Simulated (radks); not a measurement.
Task: Species: Bi37+. Configuration: [Kr] 4d10 (the NIST ground configuration). All-electron calculation, scalar-relativistic Kohn-Sham, PBE, spin-polarised, spherical densities, finite nucleus; Fermi nuclear charge, rms radius 5.5211 fm. Program: a radial shooting solver on a logarithmic mesh with Libxc functionals. Some entries of the table are withheld. Estimate them.

orbital,occ.,eigenvalue (eV),<1/r> (bohr^-1)
1s,2,-92127.62,103.2
2s,2,-17800.88,24.25
2p,6,-15451.58,21.22
3s,2,-5442.448,9.038
3p,6,-4769.204,8.164
3d,10,-4098.322,(1)
4s,2,-2269.394,(2)
4p,6,(3),3.829
4d,10,-1768.727,(4)

Result: 
(1) 3d <1/r> (bohr^-1): 7.644
(2) 4s <1/r> (bohr^-1): 4.183
(3) 4p eigenvalue (eV): -2030.003
(4) 4d <1/r> (bohr^-1): 3.555
